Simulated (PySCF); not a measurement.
A TDDFT job was run through a driver script with this input:

```
{"job": {"kind": "uv", "xc": "PBE0", "basis": "def2-SVPD", "nstates": 8, "ntriplets": 3}, "charge": 0, "multiplicity": 1}
F     -2.284735     1.670157    -0.568651
B     -1.654902     1.194932     0.480326
Si    -1.031502    -0.688380     0.462469
C      0.568524    -0.839112    -0.611707
C      1.526838     0.247027    -0.250422
F      2.708487     0.165698    -0.888322
F      1.042072     1.475192    -0.534686
F      1.816468     0.267299     1.063878
H     -1.532086     1.964118     1.363594
H     -0.658379    -1.250157     1.767950
H     -1.924710    -1.668587    -0.174890
H      1.068127    -1.792450    -0.452746
H      0.351411    -0.745251    -1.674521
```

Computed, not measured: TDDFT PBE0/def2-SVPD, vertical, gas phase, core orbitals frozen in the response (PySCF). Job line and output are in the format of a driver script around the code.

(1) Give the output.

Answers

(1) 
```
coarse grid: 12328 points
cycle   1  E = -791.6719804820  dE =  9.002e-01  |g| = 8.883e-01  |ddm| = 4.427e+00
cycle   2  E = -791.5311890213  dE =  1.408e-01  |g| = 1.312e+00  |ddm| = 1.862e+00
cycle   3  E = -791.8112508866  dE = -2.801e-01  |g| = 8.307e-02  |ddm| = 1.095e+00
cycle   4  E = -791.8123129475  dE = -1.062e-03  |g| = 4.177e-02  |ddm| = 1.225e-01
cycle   5  E = -791.8126539870  dE = -3.410e-04  |g| = 7.319e-03  |ddm| = 4.660e-02
cycle   6  E = -791.8126617795  dE = -7.793e-06  |g| = 2.519e-03  |ddm| = 8.307e-03
final grid: 118832 points
cycle   7  E = -791.9142855189  dE = -4.799e-05  |g| = 4.912e-03  |ddm| = 6.548e-02
cycle   8  E = -791.9142823487  dE =  3.170e-06  |g| = 6.742e-03  |ddm| = 1.161e-02
cycle   9  E = -791.9142906572  dE = -8.308e-06  |g| = 5.264e-04  |ddm| = 5.928e-03
cycle  10  E = -791.9142907130  dE = -5.580e-08  |g| = 1.815e-04  |ddm| = 1.004e-03
cycle  11  E = -791.9142907189  dE = -5.970e-09  |g| = 6.487e-05  |ddm| = 2.658e-04
cycle  12  E = -791.9142907196  dE = -6.971e-10  |g| = 2.037e-05  |ddm| = 7.562e-05
converged SCF energy = -791.9142907196

Static polarisability (au): isotropic 67.640, principal 61.695 67.428 73.797

Singlet excitations
state   eV       nm        f      main configurations
  1   4.8195    257.3   0.00825   H->L 0.98
  2   6.4983    190.8   0.00435   H-2->L 0.99
  3   6.6847    185.5   0.07699   H-1->L 0.97
  4   7.6691    161.7   0.03438   H->L+1 0.93
  5   8.1622    151.9   0.00921   H-3->L 0.79
  6   8.2891    149.6   0.03788   H->L+2 0.73, H-3->L 0.10
  7   8.3615    148.3   0.00473   H->L+3 0.73
  8   8.4740    146.3   0.03369   H-4->L 0.46, H-6->L 0.30, H->L+3 0.11

Triplet excitations (Tamm-Dancoff, eV): 3.9519 6.0715 6.2366
```

One conformer (not necessarily the lowest) at the GFN2-xTB geometry, without solvent, vibrations or thermal averaging.

The SCF starts on a coarse grid; the energy jumps when the final grid takes over, and dE counts afresh there. H and L stand for HOMO and LUMO.

Conformer computed: `[F:1][BH:2][SiH2:3][CH2:4][C:5]([F:6])([F:7])[F:8]`: F1–B2–Si3–C4 77°, B2–Si3–C4–C5 47°, Si3–C4–C5–F6 176°.
